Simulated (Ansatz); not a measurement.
Calculated with Ansatz (gas phase, PBE0-D4/def2-TZVP geometries, no zero-point term in ΔE). CBS: MP2 limit from def2 TZ/QZ plus the TZ coupled-cluster correction, frozen cores. This one scheme is used for every species, atoms too. DFT in def2-TZVPP. B3LYP here is the variant with VWN-RPA as its local correlation; programs differ in this. HSE06 is defined as in plane-wave codes. Open shells (•) are unrestricted, without spin–orbit coupling. Spin–orbit coupling would lower the free atoms: a little for Cl, F, Si; clearly for Ge. Bonds to Ge are less sure, by a few kJ/mol each and by 10 to 20 or more in all where they break to atoms, as the def2 sets lack core-valence functions. Scalar relativity is left out up to krypton.

Consider the atomization: `F[Si](F)(Cl)[GeH3]` → Cl• + 2 F• + Ge• + 3 H• + Si•.

| level | ΔE (eV) | difference from CCSD(T)/CBS |
| --- | --- | --- |
| PBE-D4 | 28.09 | -0.16 |
| BLYP-D4 | 27.60 | -0.65 |
| B97M-V | 28.38 | 0.13 |
| BHLYP-D4 | 27.02 | -1.23 |
| PBE-QIDH | 27.76 | -0.49 |
| B3LYP | 27.32 | -0.93 |
| r2SCANh | 27.89 | -0.36 |
| HSE06 | 27.47 | -0.78 |
| LC-ωPBE | 27.78 | -0.47 |
| HF/def2-SVP | 20.15 | -8.10 |
| CCSD/def2-SVP | 25.36 | -2.89 |
| HF/def2-TZVPP | 20.82 | -7.43 |
| SCS-MP2/def2-TZVPP | 27.74 | -0.51 |
| CCSD(T)/def2-TZVPP | 27.45 | -0.80 |
| HF/def2-QZVPP | 20.91 | -7.34 |
| MP2/def2-QZVPP | 28.62 | 0.37 |
| CCSD(T)/CBS | 28.25 | 0 |

Largest T1 diagnostic among the species: 0.012.

From r2SCAN to r2SCAN0 (25 % exact exchange), in def2-TZVPP and without D4, ΔE moves by −0.57 eV: exact exchange takes away binding that semilocal exchange gives to molecules. The D4 term adds +0.36 eV with B3LYP and +0.19 eV with PBE0; it sums over pairs of atoms, weighted by their polarisabilities, and B3LYP, whose exchange is more repulsive, gets the larger term. At CCSD(T), def2-SVP lies −2.64 eV from the extrapolated value and def2-TZVPP −0.81 eV: correlation converges slowly with the basis, and small sets miss more of it in the bonded molecule than in its fragments.

For atomizations the MP2-based limit and the directly extrapolated one differ by several kJ/mol either way, and by 10 to 25 for some Ge, Se and Sn compounds, so smaller differences from it don't rank the levels.
